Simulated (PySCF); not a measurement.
**Arsenic: a sound run and one with changed settings**

Sound run: As [Ar] 3d10 4s2 4p3, As⁺ [Ar] 3d10 4s2 4p2. Computed with PySCF 2.14 in jorge-DZP-DKH, with scalar relativity by spin-free X2C-1e. In the sound run the correlated levels freeze [Ar] 3d10. The sound run starts from symmetry-adapted Hartree-Fock orbitals and uses a fine grid where one is needed.

Changed run: initial guess atom, at most 50 SCF cycles, level shift 0.1 hartree.

```json
{"species": "As", "method": "UHF", "sound run (hartree)": "-2258.89398", "changed run (hartree)": "-2258.89398", "converged": "yes"}
{"species": "As", "method": "PBE0", "sound run (hartree)": "-2260.31310", "changed run (hartree)": "-2260.31310", "converged": "yes"}
{"species": "As", "method": "B3LYP", "sound run (hartree)": "-2260.62785", "changed run (hartree)": "-2260.62785", "converged": "yes"}
{"species": "As", "method": "MP2", "sound run (hartree)": "-2258.91863", "changed run (hartree)": "-2258.91709", "converged": "yes"}
{"species": "As", "method": "CCSD(T)", "sound run (hartree)": "-2258.92440", "changed run (hartree)": "-2258.92440", "converged": "yes"}
{"species": "As⁺", "method": "UHF", "sound run (hartree)": "-2258.54714", "changed run (hartree)": "-2258.54714", "converged": "yes"}
{"species": "As⁺", "method": "PBE0", "sound run (hartree)": "-2259.95016", "changed run (hartree)": "-2259.95016", "converged": "yes"}
{"species": "As⁺", "method": "B3LYP", "sound run (hartree)": "-2260.27000", "changed run (hartree)": "-2260.27000", "converged": "yes"}
{"species": "As⁺", "method": "MP2", "sound run (hartree)": "-2258.57238", "changed run (hartree)": "-2258.57053", "converged": "yes"}
{"species": "As⁺", "method": "CCSD(T)", "sound run (hartree)": "-2258.58114", "changed run (hartree)": "-2258.58114", "converged": "yes"}
```

Ionisation energy of As:

```
 method  sound run (eV)  changed run (eV)
    UHF           9.438             9.438
   PBE0           9.876             9.876
  B3LYP           9.738             9.738
    MP2           9.422             9.430
SCS-MP2           9.362             9.376
   CCSD           9.341             9.341
CCSD(T)           9.341             9.341
```

A level shift leaves the converged SCF energy unchanged but raises the virtual orbital energies, which shrinks MP2 if it is not removed.

For comparison, NIST gives 9.789 eV between the lowest levels.
